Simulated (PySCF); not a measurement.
PySCF input:

```python
from pyscf import gto, scf, dft

mol = gto.M(
    atom='''
    Si    0.00725721   -1.22095815    0.37479991
    Br   -1.88306352    0.26912354   -0.02252073
    Br    1.88076927    0.26865779   -0.09691668
    H    -0.02130209   -1.72893260   -1.06688950
    ''',
    basis='def2-tzvpd',
    charge=-1,
    spin=0,
    verbose=4,
)

mf = dft.RKS(mol, xc='m062x').density_fit(auxbasis='def2-universal-jkfit')
mf.grids.level = 4
mf.conv_tol = 1e-9
mf.max_cycle = 100
mf.max_memory = 1500
mf.kernel()
if not mf.converged:
    mf = mf.newton()
    mf.kernel(mf.make_rdm1())
mf.analyze()
```

Problem. Predict the final energy.

Solution. -5438.61082 Eh (M06-2X/def2-TZVPD).

It need not be the lowest isomer of its formula. Whether it binds its extra electron was not tested at this geometry.
